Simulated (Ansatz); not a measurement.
FLi, charge +1, doublet, geometry from GFN2-xTB (such geometries of metal compounds can be far from the true shape) (a state made from the parent by changing its charge; the spin is typed, not shown lowest); REVPBE/def2-SVP in Ansatz (an electronic-structure program).

Here is a job for Ansatz.
Ansatz 0.2 input:
```yaml
crystal:
  periodic: [false, false, false]
  atoms:
    - {symbol: Li, position_ang: [-0.00000000, -0.00000000, -1.65974449]}
    - {symbol: F, position_ang: [0.00000000, 0.00000000, 0.55324816]}
basis:
  gaussian:
    orbitals: def2-SVP
hamiltonian:
  xc: revpbe
total_charge: 1
magnetization: {spin_polarized: true, initial_magnetization: 1}
accuracy: high
```

Task: Write the output that Ansatz gives for this input, abridged.

Result: 
```
Functional definition: revPBE
429 factors; integrals over basis functions are off by at most 2.7e-9 eV
mean field evaluation 1: about -2901.4477 eV, gradient 4.7e1 eV
mean field evaluation 2: about -2890.1363 eV, gradient 7.4e1 eV
mean field evaluation 4: about -2908.8336 eV, gradient 1.2e-1 eV
mean field evaluation 8: about -2908.8349 eV, gradient 1.5e-3 eV
mean field evaluation 16: about -2908.8349 eV, gradient 1.3e-7 eV
mean field evaluation 32: about -2908.4096 eV, gradient 3.4e-4 eV
mean field -2908.83490736 eV, -106.8977111664 hartree, gradient 2.8e-9 eV, S^2 0.751157; 7 other end points of the search recorded, 0 dependent functions left out
reference -2908.83491765 eV, -106.8977115444 hartree; 6, 5 occupied and 17, 18 virtual orbitals, 429 factors
Total energy: -2908.83491765 eV, -106.8977115444 hartree
```
